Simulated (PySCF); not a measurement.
These 3 structures share the formula C6H6B2F2. The calculation used PBE0-D3(BJ)/def2-SVP geometry optimisation, gas phase (PySCF 2.14.0). Energies are electronic, without zero-point or thermal terms, for one conformer each. No frequencies were run at this level. Point groups hold within 0.08 Å.

Question: Rank from lowest to highest electronic energy at this level (kcal/mol).
A. `Bc1ccccc1B(F)F`
B. `BC1=CC(B(F)F)=CC=C1`
C. `BC1=CC=C(B(F)F)C=C1`

Answer: B (0.0), C (1.1), A (5.0).

Neighbours under 2.5 kcal/mol apart (Bc1cccc(B(F)F)c1 and Bc1ccc(B(F)F)cc1) can change places with a better method, another conformer or zero-point energy.

| SMILES | E (Eh) | E rel (kcal/mol) | dipole (D) | point group | A, B, C (MHz) |
| --- | --- | --- | --- | --- | --- |
| Bc1cccc(B(F)F)c1 | -480.87754 | 0.0 | 1.94 | – | 2557, 881.1, 655.3 |
| Bc1ccc(B(F)F)cc1 | -480.87583 | 1.1 | 0.56 | C2v | 3626, 745.1, 618.1 |
| Bc1ccccc1B(F)F | -480.86954 | 5.0 | 2.07 | Cs | 2385, 1109, 762.1 |
